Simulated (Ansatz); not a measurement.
Cl$_{3}$Si (SMILES Cl[Si](Cl)Cl), doublet, geometry from GFN2-xTB, atoms displaced at random by about 0.1 Å a coordinate. Base run: PBE0/3-21G (Ansatz, a first-principles code).

Input for Ansatz:
Ansatz 0.2 input:
```yaml
crystal:
  periodic: [false, false, false]
  atoms:
    - {symbol: Si, position_ang: [0.42864428, 0.28694067, 0.28155355]}
    - {symbol: Cl, position_ang: [-0.74556738, -1.10853708, 1.60866312]}
    - {symbol: Cl, position_ang: [1.46535105, -1.00250184, -0.78586526]}
    - {symbol: Cl, position_ang: [-0.85621732, 1.52150416, -0.96683148]}
basis:
  gaussian:
    orbitals: 3-21G.json
hamiltonian:
  xc: pbe0
magnetization: {spin_polarized: true, initial_magnetization: 1}
relax: {}
```
The basis file holds 3-21G in the JSON format of the Basis Set Exchange.

The base run was repeated with changes; each row names its change, and settings that it needs were set with it.

| change | ΔE vs base (kcal/mol) | optimiser steps | core-seconds (rough) |
|---|---|---|---|
| base | 0.000 | 6 | 20 |
| relax = escape_saddle: false | 0.000 | 6 | 20 |
| relax = f_tol: 0.1 | 0.001 | 5 | 20 |
| relax = max_displacement: 0.02 | 0.000 | 13 | 40 |
| relax = max_displacement: 0.5 | 0.000 | 5 | 10 |
| relax = f_tol: 0.002 | 0.000 | 7 | 20 |
| relax = f_tol: 0.0005 | 0.000 | 8 | 20 |
